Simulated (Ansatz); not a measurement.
Gas-phase electronic energies from Ansatz, PBE0-D4/def2-TZVP geometries. CCSD(T)/CBS is the MP2 limit (def2-TZVPP, def2-QZVPP) plus CCSD(T) − MP2 in def2-TZVPP, frozen cores. DFT in def2-TZVPP. B3LYP here is the variant with VWN-RPA as its local correlation; programs differ in this. One conformer a species, not always the lowest.

Reaction (redistribution): `OB(O[SiH3])O[SiH3]` + `CO[SiH](Cl)O[SiH3]` → `[SiH3]O[SiH](Cl)O[SiH3]` + `COB(O)O[SiH3]`

Q: Is it downhill or uphill in electronic energy at CCSD(T)/CBS, and by how much? (Best estimate.)

A: Ansatz gave: Downhill: ΔE = -4.0 kcal/mol.

Q: What do these levels give: PBE-D4, r2SCAN-D4, PBE0-D4, B3LYP-D4, ωB97M-V, HF/def2-TZVPP, MP2/def2-TZVPP, CCSD/def2-TZVPP, CCSD(T)/def2-TZVPP, HF/CBS(def2), MP2/CBS(def2), CCSD/CBS(def2)? (Best estimate.)

A: Ansatz gave: PBE-D4 -3.4, r2SCAN-D4 -3.7, PBE0-D4 -3.5, B3LYP-D4 -3.3, ωB97M-V -3.5, HF/def2-TZVPP -3.9, MP2/def2-TZVPP -4.1, CCSD/def2-TZVPP -4.1, CCSD(T)/def2-TZVPP -4.1, HF/CBS(def2) -4.0, MP2/CBS(def2) -3.9, CCSD/CBS(def2) -3.9 kcal/mol.

Largest T1 diagnostic among the species: 0.012.
